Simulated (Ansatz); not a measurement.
Gas-phase reaction in SMILES: CCCCB(C)C [butyl(dimethyl)borane] → CB(C)C(C)(C)C
Geometries: B3LYP-D3(BJ)/def2-TZVP minima from Ansatz (an electronic-structure program), one conformer each, not searched for the lowest.

Wanted: isomerisation energy (electronic energy difference), in kJ/mol. Correlated levels leave the core frozen unless marked. No spin-orbit coupling. Non-relativistic. Basis-set limits of correlation are two-point, X^-3; Hartree-Fock from the larger set. [CCSD(T)-MP2]/basis is that difference in the basis named.

| level | program | isomerisation energy (kJ/mol) |
|---|---|---|
| revPBE-D3(BJ)/def2-TZVPD | Ansatz + dftd3 | 2.7 |

Task: Estimate the value at RI-MP2/CBS(cc-pVTZ,cc-pVQZ)+[CCSD(T)-MP2]/cc-pVTZ as computed with Ansatz.

Result: -0.4 kJ/mol
